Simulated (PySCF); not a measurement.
## Telling isomers of C6H7FO2 apart by NMR

PySCF calculation with structure optimised with GFN2-xTB and NMR shieldings at PBE0/pcSseg-1/GIAO; gas phase, non-relativistic, one conformer, equivalent nuclei averaged.

Shifts are taken against calculated references (same method and geometry level): $^{1}$H (31.72 ppm) and $^{13}$C (186.93 ppm) against TMS. Splittings of carbon signals by F and P are missing where no couplings were computed. Where no couplings were computed, multiplicities follow the n + 1 count of equivalent neighbours, and m marks all less simple cases (inequivalent or close neighbours, rings, F or P nearby). Acid and N–H amide carbonyl carbons lie up to 10 ppm further downfield in solution (hydrogen bonding). Shifts are as computed. Against solution values, carbons near 30 ppm lie about +3 ppm off and those near 130 ppm about +5 ppm (rms about the fit 2.1 ppm; single classes can miss by 10 ppm). Of 1328 compounds with measured shifts, 309 miss one by over three times the rms of a fit or turn the order of signals round; such compounds aren't used in these exercises. Signals without a measured value on file couldn't be tested in this way; 1H shifts scatter by 0.2 ppm about their fit, and single ones miss by 0.5 ppm. OH and NH positions are gas-phase values without hydrogen bonding to other molecules.

(1) Tabulate the signals of `COC1=C(F)CCC1=O`, `C=C/C(C(=O)O)=C(/C)F`, `C=C/C(=C/C(=O)F)OC`, `FCOC1=CCC=CO1` and their relative energies.

(2) What is the quickest way to tell COC1=C(F)CCC1=O from FCOC1=CCC=CO1?

(3) What is the quickest way to tell C=C/C(C(=O)O)=C(/C)F from C=C/C(=C/C(=O)F)OC?

(4) What is the quickest way to tell C=C/C(C(=O)O)=C(/C)F from FCOC1=CCC=CO1?

Results:

(1) 
```tsv
SMILES	carbon types	δC	δH	E rel. (kcal/mol)
COC1=C(F)CCC1=O	3×C 2×CH2 1×CH3	198.8, 175.7, 143.9, 58.9, 34.2, 25.8	4.10 (s, 3H), 2.65 (m, 2H), 2.40 (m, 2H)	8.6
C=C/C(C(=O)O)=C(/C)F	3×C 1×CH 1×CH2 1×CH3	177.3, 170.8, 131.9, 124.9, 118.8, 21.7	6.98 (m, 1H), 6.34 (br s, 1H), 6.20 (m, 1H), 5.70 (m, 1H), 2.49 (m, 3H)	0.0
C=C/C(=C/C(=O)F)OC	2×C 2×CH 1×CH2 1×CH3	176.5, 164.8, 142.6, 133.1, 95.0, 63.2	6.54 (m, 1H), 6.26 (m, 1H), 5.98 (m, 1H), 5.09 (m, 1H), 4.58 (s, 3H)	12.4
FCOC1=CCC=CO1	1×C 3×CH 2×CH2	160.8, 146.6, 109.8, 103.6, 77.2, 25.7	6.30 (d, 1H), 5.96 (m, 2H), 4.96 (m, 1H), 4.10 (t, 1H), 3.16 (m, 2H)	25.7
```

Energies are electronic energies at PBE0/pcSseg-1 on these geometries, without zero-point or thermal terms, each for the one conformer computed, which needn't be the lowest.

(2) Both give the same number of carbon signals, but DEPT or the intensities differ. The first has a methyl carbon bonded to O (CH3) at 58.9 ppm, the second an alkene carbon bearing oxygen (CH) at 146.6 ppm. Their most deshielded carbons lie at 198.8 and 160.8 ppm. In the proton spectra the most deshielded non-exchanging signals are 4.10 (s, 3H) and 6.30 (d, 1H).

(3) Both give the same number of carbon signals, but DEPT or the intensities differ. The first has an α carbon of a C=C–C=O unit (C) at 118.8 ppm, the second a methyl carbon bonded to O (CH3) at 63.2 ppm. Their most deshielded carbons lie at 177.3 and 176.5 ppm. In the proton spectra the most deshielded non-exchanging signals are 6.98 (m, 1H) and 6.54 (m, 1H).

(4) Both give the same number of carbon signals, but DEPT or the intensities differ. The first has an allylic methyl carbon (CH3) at 21.7 ppm, the second an allylic sp3 CH2 at 25.7 ppm. Their most deshielded carbons lie at 177.3 and 160.8 ppm. In the proton spectra the most deshielded non-exchanging signals are 6.98 (m, 1H) and 6.30 (d, 1H).
